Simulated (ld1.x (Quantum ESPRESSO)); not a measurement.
Before and after: TM potential for Co

- Element: Co
- Generator: ld1.x (Quantum ESPRESSO) 7.5
- Type: norm-conserving Troullier–Martins (Kleinman–Bylander form)
- Functional: PBE
- Relativity: non-relativistic
- Frozen core: [Ne]
- Valence charge: 17
- Reference configuration: 3s2 3p6 3d7 4s2 4p0
- Partial waves: 3p (bound): rc 1.35 bohr; 3d (bound): rc 1.30 bohr; 3s (bound): rc 0.85 bohr
- Local potential: the s channel
- Core correction: none

Occupied shells without a wave of their own: 4s. They enter only through the test configuration that unscreens the potential.

Change: all radii scaled by about 0.95 (s 0.80, p 1.28, d 1.24 bohr).

Cutoffs: the cutoffs (Ry, on a coarse ladder) from which the occupation-weighted sum of valence levels, in a spherical-Bessel basis at the reference potential, stays within 10 and 1 mRy of its value at 400 Ry; they do not see the model core or the augmentation charge, which bear on the density cutoff. Errors are all-electron minus pseudo energies relative to the spin-unpolarised reference configuration.

Task: What does the change do?

Result: Of the 7 tests that both files solve, the error grows in 0 and shrinks in 7 by more than 15 % and 0.3 meV (median size 52.0 → 40.3 meV); neither file shows a bound ghost. Less of the atom is replaced, so other configurations are described better.

```tsv
quantity	base	changed
cutoff, loose	200 Ry	230 Ry
cutoff, tight	over 300 Ry	over 300 Ry
loose cutoff by channel (10 mRy a level)	p 60 Ry, d 120 Ry, s 180 Ry	p 70 Ry, d 140 Ry, s 180 Ry
bound ghosts	none	none
largest miss of a reference level, eV	0.08	0.06
error for 3s2 3p6 3d7 4s1 4p0, meV [ΔE 8.88 eV]	-101	-78
error for 3s2 3p6 3d7 4s0 4p0, meV [ΔE 25.42 eV]	-259	-200
error for 3s2 3p6 3d6 4s0 4p0, meV [ΔE 61.52 eV]	-404	-311
error for 3s2 3p6 3d8 4s1 4p0, meV [ΔE -1.54 eV]	-52	-40
error for 3s1 3p6 3d7 4s2 4p0, meV [ΔE 108.01 eV]	-43	-27
error for 3s2 3p6 3d6 4s2 4p0, meV [ΔE 15.54 eV]	+13	+9.9
error for 3s2 3p6 3d7 4s1.5 4p0, meV [ΔE 3.54 eV]	-44	-34
```

Base: The 4s level has no wave, so the channel is fitted at the deeper level alone: the likely source of the large errors. Changed file: The 4s level has no wave, so the channel is fitted at the deeper level alone: the likely source of the large errors.
